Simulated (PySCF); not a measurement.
## Correlation energy of Tc⁺ (technetium, charge +1)

Starting occupation: [Kr] 4d4 5s1 5p1, 4d5/2 with m_j = -1/2, +1/2, +3/2, +5/2, 5s1/2 with m_j = +1/2, 5p3/2 with m_j = +3/2. Computed with PySCF 2.14 in x2c-TZVPall-2c (8s9p7d1f, 77 functions), with X2C-1e with screened-nucleus spin-orbit coupling, Gaussian nucleus. Frozen: [Ar] 3d10; 14 electrons correlated; the 6 highest virtual spinors left out.

MP2 pair energies summed by pair of shells (mhartree):

| pair | energy | share (%) |
| --- | --- | --- |
| 4d-4p | -101.74 | 35.7 |
| 4p-4p | -76.28 | 26.7 |
| 4d-4d | -27.81 | 9.7 |
| 4p-4s | -23.42 | 8.2 |
| 4p-5s | -12.43 | 4.4 |
| 4d-5s | -11.16 | 3.9 |
| 4d-4s | -10.43 | 3.7 |
| 4p-5p | -7.21 | 2.5 |
| 4d-5p | -6.83 | 2.4 |
| 4s-4s | -4.31 | 1.5 |
| 5p-5s | -2.23 | 0.8 |
| 4s-5s | -1.00 | 0.3 |
| 4s-5p | -0.49 | 0.2 |

Total MP2 correlation energy: -285.34 mhartree.

The GHF reference relaxed away from the jj start to a determinant that is no pure jj level (⟨S²⟩ = 11.97, ⟨J²⟩ = 42.02); the energies belong to that determinant.

This basis was not built for core-valence correlation, so the inner-shell part is incomplete.
